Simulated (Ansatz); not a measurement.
CF4, singlet, geometry from GFN2-xTB. Base run: HF/aug-cc-pVDZ (Ansatz, a program for electronic structure).

Here is a job for Ansatz.
Ansatz 0.2 input:
```yaml
crystal:
  periodic: [false, false, false]
  atoms:
    - {symbol: C, position_ang: [0.00000000, 0.00000000, -0.00000000]}
    - {symbol: F, position_ang: [0.76156680, 0.76669051, 0.74768414]}
    - {symbol: F, position_ang: [-0.74940203, -0.75691441, 0.76961488]}
    - {symbol: F, position_ang: [-0.76791520, 0.75064431, -0.75740957]}
    - {symbol: F, position_ang: [0.75575043, -0.76042041, -0.75988945]}
basis:
  gaussian:
    orbitals: aug-cc-pVDZ
hamiltonian:
  xc: hf
```

The base run was repeated with changes; each row names its change, and settings that it needs were set with it.

```
change                                                            ΔE vs base (kcal/mol)
----------------------------------------------------------------  ---------------------
base                                                                              0.000
point_charge = charge:-1.0 position_ang:-0.1022, 0.3524, 4.2985                   -1.27
point_charge = charge:0.5 position_ang:-4.0866, -0.2785, 1.354                   -0.389
lower_state_search = full                                                         0.000
fitting.mean_field = cc-pVTZ-JKFIT                                                0.074
lower_state_search = light                                                        0.000
fitting.mean_field = def2-universal-JKFIT                                         0.127
point_charge = charge:1.0 position_ang:-3.3119, -0.8678, -2.6248                  -0.91
lower_state_search = off                                                          0.000
nuclear_model = gaussian                                                          0.059
forces = on                                                                      -0.024
```
